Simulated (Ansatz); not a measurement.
Ansatz (a program for electronic structure) input for Si(F)2(Me)(SH) (CH₄F₂SSi), SMILES F[Si](F)(C)S, PBE-D3(BJ)/def2-SVP. 

Ansatz 0.2 input:
```yaml
crystal:
  periodic: [false, false, false]
  atoms:
    - {symbol: C, position_ang: [-1.68851982, -1.05061347, -0.12230361]}
    - {symbol: Si, position_ang: [-0.30020485, 0.16720033, -0.00825100]}
    - {symbol: F, position_ang: [-0.52572470, 1.07895721, 1.31176268]}
    - {symbol: F, position_ang: [-0.32013369, 1.17535836, -1.27267916]}
    - {symbol: S, position_ang: [1.65581003, -0.68376742, -0.00810003]}
    - {symbol: H, position_ang: [-1.68134952, -1.73262107, 0.74256542]}
    - {symbol: H, position_ang: [-2.65730283, -0.52608481, -0.13684916]}
    - {symbol: H, position_ang: [-1.59841740, -1.65367974, -1.03843274]}
    - {symbol: H, position_ang: [1.39082184, -1.47329933, 1.05990093]}
basis:
  gaussian:
    orbitals: def2-SVP
hamiltonian:
  xc: pbe
  dispersion: d3bj
relax: {f_tol: 0.002, max_steps: 200}
```

Log of the run:

```
WARN ansatz: RAYON_NUM_THREADS=1 ignored (pool sized by the plan → 1); use --threads N
Functional definition: PBE
integrals: 0.04 GiB planned
1087 factors; their error is unknown
mean field: 0.25 GiB planned
mean field evaluation 1: about -25218.7317 eV, gradient 6.4e1 eV
mean field evaluation 2: about -25206.7867 eV, gradient 9.8e1 eV
mean field evaluation 4: about -25227.1250 eV, gradient 5.3e0 eV
mean field evaluation 8: about -25227.1844 eV, gradient 1.0e-1 eV
mean field evaluation 16: about -25227.1094 eV, gradient 1.7e-4 eV
mean field -25227.10943869 eV, -927.0791723228 hartree, gradient 3.5e-5 eV, S^2 0.000000; 0 other end points of the search recorded, 0 dependent functions left out
the calculation of the forces begins
reference -25227.10946960 eV, -927.0791734589 hartree; 29, 29 occupied and 69, 69 virtual orbitals, 1087 factors
relax step   1: F+E_penalty+E_count = -25227.30559132 eV  Δ(F+E_penalty+E_count) = +0.000e0 eV  max|allowed force component| = 3.513e-1 eV/Å  Δτ_max = 0.0000 Å  (27 SCF iters, accepted)
these checks for a lower state are left out or cut short: starts, cluster_reference, orbital_swaps, neighbouring_geometries, increment
integrals: 0.04 GiB planned
1087 factors; their error is unknown
mean field: 0.25 GiB planned
mean field -25227.11691432 eV, -927.0794470474 hartree, gradient 1.4e-5 eV, S^2 0.000000; 0 other end points of the search recorded, 0 dependent functions left out
the calculation of the forces begins
reference -25227.11694518 eV, -927.0794481814 hartree; 29, 29 occupied and 69, 69 virtual orbitals, 1087 factors
relax step   2: F+E_penalty+E_count = -25227.31280508 eV  Δ(F+E_penalty+E_count) = -7.214e-3 eV  max|allowed force component| = 2.041e-1 eV/Å  Δτ_max = 0.0190 Å  (29 SCF iters, accepted)
these checks for a lower state are left out or cut short: starts, cluster_reference, orbital_swaps, neighbouring_geometries, increment
integrals: 0.04 GiB planned
1087 factors; their error is unknown
mean field: 0.25 GiB planned
mean field evaluation 32: about -25227.1193 eV, gradient 1.5e-5 eV
mean field -25227.11926289 eV, -927.0795333557 hartree, gradient 1.5e-5 eV, S^2 0.000000; 0 other end points of the search recorded, 0 dependent functions left out
the calculation of the forces begins
reference -25227.11929378 eV, -927.0795344907 hartree; 29, 29 occupied and 69, 69 virtual orbitals, 1087 factors
relax step   3: F+E_penalty+E_count = -25227.31473433 eV  Δ(F+E_penalty+E_count) = -1.929e-3 eV  max|allowed force component| = 5.898e-2 eV/Å  Δτ_max = 0.0200 Å  (30 SCF iters, accepted)
these checks for a lower state are left out or cut short: starts, cluster_reference, orbital_swaps, neighbouring_geometries, increment
integrals: 0.04 GiB planned
1087 factors; their error is unknown
mean field: 0.25 GiB planned
mean field -25227.11954730 eV, -927.0795438077 hartree, gradient 1.5e-5 eV, S^2 0.000000; 0 other end points of the search recorded, 0 dependent functions left out
the calculation of the forces begins
reference -25227.11957817 eV, -927.0795449418 hartree; 29, 29 occupied and 69, 69 virtual orbitals, 1087 factors
relax step   4: F+E_penalty+E_count = -25227.31509948 eV  Δ(F+E_penalty+E_count) = -3.652e-4 eV  max|allowed force component| = 1.665e-2 eV/Å  Δτ_max = 0.0095 Å  (30 SCF iters, accepted)
these checks for a lower state are left out or cut short: starts, cluster_reference, orbital_swaps, neighbouring_geometries, increment
integrals: 0.04 GiB planned
1087 factors; their error is unknown
mean field: 0.25 GiB planned
mean field -25227.11954935 eV, -927.0795438829 hartree, gradient 4.4e-5 eV, S^2 0.000000; 0 other end points of the search recorded, 0 dependent functions left out
the calculation of the forces begins
reference -25227.11958021 eV, -927.0795450171 hartree; 29, 29 occupied and 69, 69 virtual orbitals, 1087 factors
relax step   5: F+E_penalty+E_count = -25227.31511000 eV  Δ(F+E_penalty+E_count) = -1.052e-5 eV  max|allowed force component| = 5.929e-3 eV/Å  Δτ_max = 0.0004 Å  (19 SCF iters, accepted)
these checks for a lower state are left out or cut short: starts, cluster_reference, orbital_swaps, neighbouring_geometries, increment
integrals: 0.04 GiB planned
1087 factors; their error is unknown
mean field: 0.25 GiB planned
mean field -25227.11956291 eV, -927.0795443810 hartree, gradient 9.1e-6 eV, S^2 0.000000; 0 other end points of the search recorded, 0 dependent functions left out
the calculation of the forces begins
reference -25227.11959377 eV, -927.0795455154 hartree; 29, 29 occupied and 69, 69 virtual orbitals, 1087 factors
relax step   6: F+E_penalty+E_count = -25227.31511431 eV  Δ(F+E_penalty+E_count) = -4.304e-6 eV  max|allowed force component| = 1.871e-3 eV/Å  Δτ_max = 0.0025 Å  (22 SCF iters, accepted)
these checks for a lower state are left out or cut short: starts, cluster_reference, orbital_swaps, neighbouring_geometries, increment
integrals: 0.04 GiB planned
1087 factors; their error is unknown
mean field: 0.25 GiB planned
mean field -25227.11956164 eV, -927.0795443347 hartree, gradient 5.9e-5 eV, S^2 0.000000; 0 other end points of the search recorded, 0 dependent functions left out
the calculation of the forces begins
reference -25227.11959251 eV, -927.0795454690 hartree; 29, 29 occupied and 69, 69 virtual orbitals, 1087 factors
relax step   7: F+E_penalty+E_count = -25227.31511584 eV  Δ(F+E_penalty+E_count) = -1.534e-6 eV  max|allowed force component| = 1.143e-3 eV/Å  Δτ_max = 0.0017 Å  (19 SCF iters, accepted)
these checks for a lower state are left out or cut short: starts, cluster_reference, orbital_swaps, neighbouring_geometries, increment
integrals: 0.04 GiB planned
1087 factors; their error is unknown
mean field: 0.25 GiB planned
mean field -25227.11955706 eV, -927.0795441661 hartree, gradient 2.6e-5 eV, S^2 0.000000; 0 other end points of the search recorded, 0 dependent functions left out
the calculation of the forces begins
reference -25227.11958793 eV, -927.0795453005 hartree; 29, 29 occupied and 69, 69 virtual orbitals, 1087 factors
relax step   8: F+E_penalty+E_count = -25227.31511691 eV  Δ(F+E_penalty+E_count) = -1.068e-6 eV  max|allowed force component| = 1.036e-3 eV/Å  Δτ_max = 0.0023 Å  (21 SCF iters, accepted)
integrals: 0.04 GiB planned
1087 factors; their error is unknown
mean field: 0.25 GiB planned
mean field evaluation 64: about -25226.8662 eV, gradient 1.3e1 eV
mean field -25227.11955706 eV, -927.0795441661 hartree, gradient 2.6e-5 eV, S^2 0.000000; 1 other end points of the search recorded, 0 dependent functions left out
the calculation of the forces begins
reference -25227.11958793 eV, -927.0795453005 hartree; 29, 29 occupied and 69, 69 virtual orbitals, 1087 factors
Total energy: -25227.31514778 eV, -927.0867319924 hartree
Atom 0 at    -1.687775    -1.053962    -0.120678 Å, force     0.000903     0.000073    -0.000150 eV/Å
Atom 1 at    -0.296622     0.170747    -0.007401 Å, force    -0.001036    -0.000107    -0.000692 eV/Å
Atom 2 at    -0.527402     1.090735     1.321121 Å, force     0.000306     0.000076    -0.000269 eV/Å
Atom 3 at    -0.316241     1.183657    -1.283193 Å, force     0.000388     0.000423     0.000678 eV/Å
Atom 4 at     1.665737    -0.679643    -0.008844 Å, force     0.000255    -0.000151     0.000225 eV/Å
Atom 5 at    -1.680852    -1.739704     0.750217 Å, force    -0.000204     0.000016     0.000313 eV/Å
Atom 6 at    -2.662967    -0.526380    -0.135560 Å, force    -0.000325    -0.000182    -0.000032 eV/Å
Atom 7 at    -1.596051    -1.661079    -1.042476 Å, force    -0.000206    -0.000251     0.000134 eV/Å
Atom 8 at     1.377152    -1.482922     1.054426 Å, force    -0.000082     0.000101    -0.000207 eV/Å
Dipole moment:    -0.248371    -0.501544     0.123845 e Å
```

The calculation finished and met its thresholds.
